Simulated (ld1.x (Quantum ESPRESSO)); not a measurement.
## u(r) = r·R(r): atom against pseudo-atom (As (Z = 33))

Columns: radius, all-electron u(r) and pseudo u(r) of the 4s shell (level -14.70 eV) of arsenic in the configuration [Ar] 3d10 4s2 4p3; LDA (PZ), scalar-relativistic, RRKJ scheme, ld1.x (Quantum ESPRESSO) 7.5.

```csv
r (bohr),all-electron,pseudo
0.088,-0.1419,-0.0210
0.175,-0.1916,-0.0427
0.262,0.0695,-0.0666
0.350,0.2972,-0.0941
0.438,0.3807,-0.1263
0.525,0.3394,-0.1640
0.612,0.2210,-0.2088
0.700,0.0643,-0.2623
0.788,-0.1011,-0.3244
0.875,-0.2563,-0.3935
0.962,-0.3941,-0.4681
1.050,-0.5120,-0.5451
1.138,-0.6072,-0.6187
1.225,-0.6800,-0.6827
1.312,-0.7334,-0.7337
1.400,-0.7701,-0.7701
1.487,-0.7916,-0.7916
1.575,-0.8008,-0.8008
1.662,-0.7995,-0.7995
1.750,-0.7898,-0.7898
1.838,-0.7733,-0.7733
1.925,-0.7518,-0.7518
2.012,-0.7263,-0.7263
2.100,-0.6978,-0.6978
2.188,-0.6672,-0.6672
2.275,-0.6357,-0.6357
```

Q: How many radial nodes do the two functions have?

A: The all-electron 4s function has n − l − 1 = 3 (the table is too coarse to show those close to the nucleus); the pseudo-wave has 0, since the states of the same l below it are removed with the core.

Q: At about which radius was the pseudo-wave matched?

A: 1.45 bohr. The columns agree to 0.0005 from 1.31 bohr on; several derivatives are matched, so the curves merge somewhat inside the radius.

Q: Is the pseudo-wave norm-conserving?

A: Yes: the RRKJ scheme keeps the norm inside the radius equal to the all-electron one, which fixes the energy derivative of the logarithmic derivative at the level.
